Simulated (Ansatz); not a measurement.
Hf₂B₂. Total charge 0; singlet. Geometry r2SCAN-D4/def2-TZVP; atoms count from 1.

```xyz
4

Hf    0.095    1.069   -1.255
Hf   -0.591    0.945    1.219
B     0.450   -0.970   -0.713
B     0.046   -1.043    0.749
```

In the def2 sets Hf takes a core potential; there is no spin–orbit coupling. The restricted singlet is unstable towards broken spin symmetry at other levels; at PBE0-D4/def2-TZVP this wasn't settled. No other spin state of charge 0 was run. The geometry of the singlet was relaxed on an unsound state (restricted singlet, unstable towards broken spin symmetry at other levels and untested here). Another isomer (triplet) lies 0.77 eV lower at PBE0-D4/def2-TZVP; other spin states weren't run for this one.

Estimate the Mulliken populations from the PBE0/def2-TZVP orbitals of Ansatz.


```json
{"atom": "Hf1", "charge (e)": "0.17", "d electrons": "2.59"}
{"atom": "Hf2", "charge (e)": "0.17", "d electrons": "2.59"}
{"atom": "B3", "charge (e)": "-0.17", "d electrons": "–"}
{"atom": "B4", "charge (e)": "-0.17", "d electrons": "–"}
```
Mulliken values and Mayer orders depend strongly on the basis.

And the Mayer bond orders between bonded heavy atoms (over 0.3)?

Hf1–Hf2 2.46 (2.57 Å); Hf1–B3 1.42 (2.14 Å); Hf1–B4 0.58 (2.91 Å); Hf2–B3 0.58 (2.91 Å); Hf2–B4 1.42 (2.14 Å); B3–B4 1.68 (1.52 Å).
